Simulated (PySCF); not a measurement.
Atomic charges against the basis set

Species: C3H7BSi.
Structure used (PBE0-D3(BJ)/def2-SVP), in Å, numbered top down from 1:
```
atom  x, y, z in Å
B1     1.6711   -0.2666    0.6612
C2     0.7228   -0.1103   -0.5023
Si3   -0.6547   -1.0868    0.5252
C4    -0.6188    0.5030   -0.3826
C5    -1.2538    1.5724   -0.8509
H6     1.4328    0.2703    1.7217
H7     2.6615   -0.9484    0.5346
H8     0.9708   -0.5774   -1.4678
H9    -1.1770   -2.2935   -0.1613
H10   -0.6662   -1.1566    2.0036
H11   -2.3073    1.7538   -0.6222
H12   -0.7379    2.3128   -1.4731
```

PBE0 throughout (PySCF), one geometry, spherical d and f functions. Geometry: PBE0-D3(BJ)/def2-SVP, one conformer, isolated molecule. Atoms taken as equivalent share a column and are averaged. The first 7 of 11 kinds of atom are listed.

Mulliken charges (e):

```json
{"basis": "STO-3G", "functions": "36", "B1": "+0.031", "C2": "-0.259", "Si3": "+0.562", "C4": "-0.153", "C5": "-0.173", "H6/H7": "-0.061", "H8": "+0.088"}
{"basis": "6-31G", "functions": "63", "B1": "+0.067", "C2": "-0.468", "Si3": "+0.577", "C4": "-0.163", "C5": "-0.404", "H6/H7": "-0.017", "H8": "+0.217"}
{"basis": "pcSseg-0", "functions": "63", "B1": "+0.150", "C2": "-0.857", "Si3": "+0.699", "C4": "-0.461", "C5": "-0.376", "H6/H7": "+0.048", "H8": "+0.301"}
{"basis": "6-31G*", "functions": "88", "B1": "-0.061", "C2": "-0.368", "Si3": "+0.301", "C4": "+0.024", "C5": "-0.428", "H6/H7": "0.000", "H8": "+0.213"}
{"basis": "cc-pVDZ", "functions": "109", "B1": "-0.081", "C2": "-0.044", "Si3": "+0.197", "C4": "-0.156", "C5": "-0.031", "H6/H7": "-0.023", "H8": "+0.060"}
{"basis": "def2-SVP", "functions": "109", "B1": "-0.056", "C2": "-0.139", "Si3": "+0.293", "C4": "-0.181", "C5": "-0.075", "H6/H7": "-0.015", "H8": "+0.100"}
{"basis": "aug-cc-pVDZ", "functions": "182", "B1": "-1.493", "C2": "+0.303", "Si3": "-0.921", "C4": "+0.443", "C5": "+0.896", "H6/H7": "+0.654", "H8": "-0.506"}
{"basis": "6-311+G(2d,p)", "functions": "185", "B1": "-0.063", "C2": "-0.196", "Si3": "+0.291", "C4": "+0.337", "C5": "-0.745", "H6/H7": "-0.003", "H8": "+0.152"}
{"basis": "def2-TZVP", "functions": "203", "B1": "-0.146", "C2": "-0.140", "Si3": "+0.173", "C4": "-0.082", "C5": "-0.270", "H6/H7": "+0.007", "H8": "+0.134"}
{"basis": "cc-pVTZ", "functions": "252", "B1": "-0.172", "C2": "-0.120", "Si3": "+0.194", "C4": "-0.087", "C5": "-0.243", "H6/H7": "+0.017", "H8": "+0.123"}
{"basis": "IGLO-III", "functions": "254", "B1": "+0.116", "C2": "-0.368", "Si3": "+0.586", "C4": "-0.041", "C5": "-0.343", "H6/H7": "-0.047", "H8": "+0.146"}
```

IAO charges (e):

```json
{"basis": "STO-3G", "functions": "36", "B1": "-0.096", "C2": "-0.389", "Si3": "+0.744", "C4": "-0.247", "C5": "-0.264", "H6/H7": "-0.006", "H8": "+0.141"}
{"basis": "6-31G", "functions": "63", "B1": "-0.145", "C2": "-0.354", "Si3": "+0.552", "C4": "-0.202", "C5": "-0.292", "H6/H7": "+0.013", "H8": "+0.173"}
{"basis": "pcSseg-0", "functions": "63", "B1": "-0.156", "C2": "-0.356", "Si3": "+0.571", "C4": "-0.223", "C5": "-0.270", "H6/H7": "+0.014", "H8": "+0.174"}
{"basis": "6-31G*", "functions": "88", "B1": "-0.135", "C2": "-0.368", "Si3": "+0.671", "C4": "-0.228", "C5": "-0.279", "H6/H7": "+0.007", "H8": "+0.166"}
{"basis": "cc-pVDZ", "functions": "109", "B1": "-0.155", "C2": "-0.365", "Si3": "+0.671", "C4": "-0.221", "C5": "-0.287", "H6/H7": "+0.012", "H8": "+0.168"}
{"basis": "def2-SVP", "functions": "109", "B1": "-0.149", "C2": "-0.364", "Si3": "+0.690", "C4": "-0.226", "C5": "-0.276", "H6/H7": "+0.008", "H8": "+0.164"}
{"basis": "aug-cc-pVDZ", "functions": "182", "B1": "-0.156", "C2": "-0.370", "Si3": "+0.675", "C4": "-0.220", "C5": "-0.300", "H6/H7": "+0.012", "H8": "+0.172"}
{"basis": "6-311+G(2d,p)", "functions": "185", "B1": "-0.154", "C2": "-0.378", "Si3": "+0.706", "C4": "-0.230", "C5": "-0.299", "H6/H7": "+0.012", "H8": "+0.172"}
{"basis": "def2-TZVP", "functions": "203", "B1": "-0.155", "C2": "-0.380", "Si3": "+0.713", "C4": "-0.232", "C5": "-0.298", "H6/H7": "+0.012", "H8": "+0.172"}
{"basis": "cc-pVTZ", "functions": "252", "B1": "-0.156", "C2": "-0.377", "Si3": "+0.699", "C4": "-0.228", "C5": "-0.298", "H6/H7": "+0.012", "H8": "+0.172"}
{"basis": "IGLO-III", "functions": "254", "B1": "-0.156", "C2": "-0.380", "Si3": "+0.713", "C4": "-0.232", "C5": "-0.301", "H6/H7": "+0.012", "H8": "+0.172"}
```

Hirshfeld charges (e):

```tsv
basis	functions	B1	C2	Si3	C4	C5	H6/H7	H8
STO-3G	36	+0.029	-0.088	+0.380	-0.084	-0.063	-0.085	+0.027
6-31G	63	+0.025	-0.116	+0.298	-0.083	-0.078	-0.063	+0.058
pcSseg-0	63	+0.023	-0.122	+0.336	-0.081	-0.080	-0.069	+0.047
6-31G*	88	+0.026	-0.116	+0.304	-0.084	-0.078	-0.063	+0.060
cc-pVDZ	109	+0.024	-0.127	+0.335	-0.080	-0.083	-0.066	+0.058
def2-SVP	109	+0.023	-0.130	+0.345	-0.080	-0.086	-0.067	+0.057
aug-cc-pVDZ	182	+0.027	-0.144	+0.349	-0.093	-0.091	-0.062	+0.061
6-311+G(2d,p)	185	+0.031	-0.144	+0.351	-0.097	-0.088	-0.063	+0.060
def2-TZVP	203	+0.027	-0.140	+0.345	-0.091	-0.089	-0.063	+0.060
cc-pVTZ	252	+0.027	-0.137	+0.343	-0.087	-0.089	-0.064	+0.060
IGLO-III	254	+0.026	-0.141	+0.348	-0.090	-0.093	-0.063	+0.060
```

ESP-fitted charges (e):

```json
{"basis": "STO-3G", "functions": "36", "B1": "-0.006", "C2": "-0.148", "Si3": "+0.381", "C4": "-0.039", "C5": "-0.303", "H6/H7": "-0.074", "H8": "+0.091"}
{"basis": "6-31G", "functions": "63", "B1": "+0.057", "C2": "-0.204", "Si3": "+0.195", "C4": "+0.031", "C5": "-0.472", "H6/H7": "-0.076", "H8": "+0.144"}
{"basis": "pcSseg-0", "functions": "63", "B1": "+0.129", "C2": "-0.297", "Si3": "+0.256", "C4": "+0.003", "C5": "-0.487", "H6/H7": "-0.091", "H8": "+0.158"}
{"basis": "6-31G*", "functions": "88", "B1": "+0.036", "C2": "-0.139", "Si3": "+0.153", "C4": "+0.032", "C5": "-0.472", "H6/H7": "-0.074", "H8": "+0.123"}
{"basis": "cc-pVDZ", "functions": "109", "B1": "+0.010", "C2": "-0.114", "Si3": "+0.126", "C4": "+0.038", "C5": "-0.459", "H6/H7": "-0.066", "H8": "+0.112"}
{"basis": "def2-SVP", "functions": "109", "B1": "+0.015", "C2": "-0.129", "Si3": "+0.173", "C4": "+0.016", "C5": "-0.441", "H6/H7": "-0.068", "H8": "+0.113"}
{"basis": "aug-cc-pVDZ", "functions": "182", "B1": "+0.067", "C2": "-0.152", "Si3": "+0.131", "C4": "+0.087", "C5": "-0.541", "H6/H7": "-0.084", "H8": "+0.117"}
{"basis": "6-311+G(2d,p)", "functions": "185", "B1": "+0.061", "C2": "-0.156", "Si3": "+0.130", "C4": "+0.095", "C5": "-0.566", "H6/H7": "-0.081", "H8": "+0.118"}
{"basis": "def2-TZVP", "functions": "203", "B1": "+0.052", "C2": "-0.146", "Si3": "+0.143", "C4": "+0.087", "C5": "-0.547", "H6/H7": "-0.080", "H8": "+0.115"}
{"basis": "cc-pVTZ", "functions": "252", "B1": "+0.052", "C2": "-0.144", "Si3": "+0.147", "C4": "+0.071", "C5": "-0.522", "H6/H7": "-0.080", "H8": "+0.116"}
{"basis": "IGLO-III", "functions": "254", "B1": "+0.055", "C2": "-0.148", "Si3": "+0.151", "C4": "+0.079", "C5": "-0.540", "H6/H7": "-0.080", "H8": "+0.115"}
```

Some averages cover members that differ in this geometry, most widely: H6/H7, Mulliken in aug-cc-pVDZ +0.618 to +0.691; H6/H7, Mulliken in 6-31G -0.031 to -0.003; H6/H7, Mulliken in pcSseg-0 +0.034 to +0.061 e.

**Question.** Which scheme is steadiest as the basis changes?

**Answer.** Largest range over the bases for any column: Hirshfeld 0.08 e, IAO 0.19 e, ESP-fitted 0.26 e, Mulliken 1.64 e. Hirshfeld charges move least and Mulliken charges most, counted in e. Without the minimal STO-3G basis the ranges are Hirshfeld 0.05, IAO 0.16, ESP-fitted 0.18, Mulliken 1.64 e.

**Question.** How much do the charges still move between the two largest bases, cc-pVTZ and IGLO-III?

**Answer.** At most, over all atoms: Mulliken 0.392 e, IAO 0.014 e, Hirshfeld 0.005 e, ESP-fitted 0.019 e.

**Question.** What do the same runs give for the total energy, the frontier levels and the dipole moment?

**Answer.** 
```
        basis  energy (Eh)  HOMO (eV)  LUMO (eV)  μ (D)
       STO-3G    -427.4102      -5.14       2.86   2.61
        6-31G    -432.3893      -7.18      -0.58   2.01
     pcSseg-0    -431.8156      -7.47      -0.88   2.07
       6-31G*    -432.4571      -7.08      -0.74   1.96
      cc-pVDZ    -432.4828      -7.18      -0.90   1.95
     def2-SVP    -432.2849      -7.23      -0.97   2.00
  aug-cc-pVDZ    -432.4906      -7.25      -1.14   1.90
6-311+G(2d,p)    -432.5263      -7.26      -1.18   1.92
    def2-TZVP    -432.5386      -7.24      -1.12   1.93
      cc-pVTZ    -432.5380      -7.24      -1.07   1.94
     IGLO-III    -432.5427      -7.25      -1.16   1.93
```

The dipole is fixed by the density alone, so its range of 0.71 D shows that the density itself changes with the basis, not only its division among atoms.
